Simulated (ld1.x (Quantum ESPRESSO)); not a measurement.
# samarium (Sm): ultrasoft pseudisation with PBEsol, scalar-relativistic reference atom.

| Quantity | Value |
| --- | --- |
| Element | Sm (Z = 62) |
| Generator | ld1.x (Quantum ESPRESSO) 7.5 |
| Type | ultrasoft |
| Functional | PBEsol |
| Relativity | scalar-relativistic |
| Frozen core | [Kr] |
| Valence charge | 26 |
| Reference configuration | 4d10 4f6 5s2 5p6 5d0 6s2 6p0 |
| Partial waves | 5s (bound): rcut 1.80, rcutus 2.40 bohr; 6s (bound): rcut 1.80, rcutus 2.40 bohr; 5p (bound): rcut 2.80, rcutus 3.30 bohr; 6p (bound, empty): rcut 2.80, rcutus 3.30 bohr; 4d (bound): rcut 1.00, rcutus 1.10 bohr; 5d (bound, empty): rcut 1.00, rcutus 1.10 bohr; 4f (bound): rcut 1.20, rcutus 1.40 bohr; 4f channel at 3.45 Ry: rcut 1.20, rcutus 1.40 bohr |
| Local potential | all-electron potential smoothed inside 1.75 bohr (lloc = -1) |
| Core correction | Bessel-smoothed model core inside 1.10 bohr |
| Augmentation charge | PSQ, radius 0.70 bohr |

All-electron outer shells of the reference configuration (PBEsol, scalar-relativistic, ld1.x):

```csv
shell,level (eV),outermost node (bohr),outermost maximum (bohr)
4s,-331.67,0.30,0.54
4p,-247.18,0.30,0.56
4d,-128.69,0.28,0.59
5s,-43.30,0.69,1.27
5p,-23.25,0.74,1.43
6s,-3.60,1.70,3.66
4f,-2.51,–,0.61
5d,-1.70,0.84,2.17
6p,-1.19,2.06,4.94
```

(1) Does the generator finish with these settings?

## Answers

(1) No. ld1.x (Quantum ESPRESSO) 7.5 stopped with "chargeps: negative rho": the spherical valence density built from the smooth waves and the augmentation charge turned negative at some radius.
